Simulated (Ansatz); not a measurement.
System: CH3Be, net charge 1, singlet state. It need not be the lowest isomer of its formula. 
Coordinates optimised at B3LYP-D3(BJ)/def2-TZVP (Ansatz, a first-principles code):
```
C
H 1 1.0941
H 1 1.0941 2 109.78
H 1 1.0941 2 109.78 3 -120.77
Be 1 1.6556 2 109.16 4 -119.62
```
Charge +1, spin multiplicity 1.

Property: vertical electron affinity (to the doublet state of charge +0; a negative value means that the extra electron is unbound and the number depends on the basis; each state is the SCF solution reached for its spin; the molecule has degenerate orbitals, so one determinant may break the symmetry), in eV. Cores are frozen in the correlated levels unless marked. UHF or UKS for open shells. Spin-orbit coupling is left out. No relativistic terms. Basis-set limits of correlation are two-point, X^-3; Hartree-Fock from the larger set.

```
level                             program  vertical electron affinity (eV)
--------------------------------  -------  -------------------------------
wB97M-V/def2-TZVPD                 Ansatz                             7.58
wB97X-V/def2-TZVPD                 Ansatz                             7.79
MP2/CBS(def2-TZVPPD,def2-QZVPPD)   Ansatz                             7.76
SCS-MP2/def2-TZVPPD                Ansatz                             7.72
```

Question: Estimate the value at CCSD(T)/CBS(def2-TZVPPD,def2-QZVPPD) as computed with Ansatz.

Answer: 7.81 eV
